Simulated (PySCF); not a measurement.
r2SCAN on Pd⁻ (palladium, charge -1), [Kr] 4d10 5s1, 2S determinant. All numbers are calculated (PySCF 2.14, scalar relativity by spin-free X2C-1e, in aug-cc-pVTZ-DK (9s8p6d3f2g, 102 functions)).

```
cycle= 1 E= -5045.14801422268  delta_E= -0.0157  |g|= 0.186  |ddm|= 1.75
cycle= 2 E= -5045.08688226635  delta_E= 0.0611  |g|= 0.502  |ddm|= 0.452
cycle= 3 E= -5045.15774964847  delta_E= -0.0709  |g|= 0.00466  |ddm|= 0.288
cycle= 4 E= -5045.1577432024  delta_E= 6.45e-06  |g|= 0.01  |ddm|= 0.0262
cycle= 5 E= -5045.15778778439  delta_E= -4.46e-05  |g|= 0.00119  |ddm|= 0.0212
cycle= 6 E= -5045.15778963114  delta_E= -1.85e-06  |g|= 0.000391  |ddm|= 0.0138
cycle= 7 E= -5045.15778999258  delta_E= -3.61e-07  |g|= 0.000104  |ddm|= 0.00873
cycle= 8 E= -5045.15779000872  delta_E= -1.61e-08  |g|= 1.04e-05  |ddm|= 0.0026
cycle= 9 E= -5045.15779000883  delta_E= -1.05e-10  |g|= 4.43e-07  |ddm|= 0.000175
converged SCF energy = -5045.15779000883  <S^2> = 0.75471813  2S+1 = 2.0047126
```

Highest occupied orbital energy: 1.521 eV; ⟨L²⟩ = 0.00; populations by l: s 9.00, p 18.00, d 20.00, f 0.00.

(1) Can this result be used?

## Answers

(1) With care. The calculation finished and met its thresholds. At r2SCAN the highest occupied level has a positive energy, so only the finite basis holds that electron; in a semilocal or global hybrid functional this comes from self-interaction and does not mean that the real anion is unbound.
